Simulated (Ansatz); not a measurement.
Species: GeO (charge +1, doublet). 
Coordinates optimised at B3LYP-D3(BJ)/def2-TZVP (Ansatz, a first-principles code):
```xyz
2

Ge     0.0000     0.0000    -0.3569
O      0.0000     0.0000     1.4274
```
Charge +1, spin multiplicity 2.

Task: Give the harmonic wavenumbers at B3LYP-D3(BJ)/def2-TZVP (Ansatz, finite differences of forces, unscaled).

Result: 735 cm⁻¹. Zero-point energy 1.1 kcal/mol.

Task: From these and the geometry, give the ideal-gas thermochemistry at 298.15 K and 1 atm (rigid rotor, harmonic oscillator).

Result: Point group C∞v, rotational symmetry number 1. Rotational constants 12.11, 12.11 GHz. S(trans) 39.36, S(rot) 14.39, S(vib) 0.27, S(elec, spin only) 1.38, S 55.4 cal/(mol K). H(298) - H(0) 2.14 kcal/mol; G - E(el) -13.3 kcal/mol.
